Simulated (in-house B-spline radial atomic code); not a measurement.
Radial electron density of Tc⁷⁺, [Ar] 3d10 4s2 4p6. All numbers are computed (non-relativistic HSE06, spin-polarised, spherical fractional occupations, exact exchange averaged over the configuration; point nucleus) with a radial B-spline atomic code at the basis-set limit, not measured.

Columns: r (bohr), 4πr²n(r) (electrons per bohr), bar.

```
 0.00147    1.329 #
 0.00178    1.898 #
 0.00216    2.705 ##
 0.00262    3.825 ###
 0.00317    5.341 ####
 0.00384    7.398 #####
 0.00465    10.12 #######
 0.00564    13.67 #########
 0.00683    18.11 ############
 0.00827    23.47 ################
    0.01     29.6 ####################
  0.0121    36.25 ########################
  0.0147    42.95 #############################
  0.0178    48.59 ################################
  0.0216    52.36 ###################################
  0.0262    53.44 ####################################
  0.0317    51.82 ###################################
  0.0384    48.59 ################################
  0.0465    46.01 ###############################
  0.0564    46.65 ###############################
  0.0683    51.81 ###################################
  0.0828    59.87 ########################################
     0.1    66.05 ############################################
   0.121    65.71 ############################################
   0.147    57.58 ######################################
   0.178    47.26 ###############################
   0.216    42.58 ############################
   0.262     46.3 ###############################
   0.317    51.56 ##################################
   0.384    48.97 #################################
   0.465    36.63 ########################
   0.564    21.96 ###############
   0.683    13.38 #########
   0.828    11.34 ########
       1    10.74 #######
    1.22    7.872 #####
    1.47    4.124 ###
    1.78    1.413 #
    2.16   0.2988 
    2.62  0.03649 
    3.17 0.002369 
    3.84 7.306e-05
```

On this grid the curve has 3 maxima, near 0.0262, 0.1, 0.317 bohr.

The 4s up radial function P(r) = rR(r), positive near the nucleus:

```json
{"r (bohr)": "0.000465", "P": "0.01494"}
{"r (bohr)": "0.000683", "P": "0.02174"}
{"r (bohr)": "0.001", "P": "0.03139"}
{"r (bohr)": "0.00147", "P": "0.04521"}
{"r (bohr)": "0.00216", "P": "0.06444"}
{"r (bohr)": "0.00317", "P": "0.09043"}
{"r (bohr)": "0.00465", "P": "0.1241"}
{"r (bohr)": "0.00683", "P": "0.1648"}
{"r (bohr)": "0.01", "P": "0.2072"}
{"r (bohr)": "0.0147", "P": "0.2394"}
{"r (bohr)": "0.0216", "P": "0.2362"}
{"r (bohr)": "0.0317", "P": "0.1624"}
{"r (bohr)": "0.0465", "P": "-0.009513"}
{"r (bohr)": "0.0683", "P": "-0.251"}
{"r (bohr)": "0.1", "P": "-0.4097"}
{"r (bohr)": "0.147", "P": "-0.2502"}
{"r (bohr)": "0.216", "P": "0.2671"}
{"r (bohr)": "0.317", "P": "0.6377"}
{"r (bohr)": "0.465", "P": "0.2097"}
{"r (bohr)": "0.683", "P": "-0.7582"}
{"r (bohr)": "1", "P": "-1.153"}
{"r (bohr)": "1.47", "P": "-0.6601"}
{"r (bohr)": "2.16", "P": "-0.1473"}
{"r (bohr)": "3.17", "P": "-0.009718"}
```
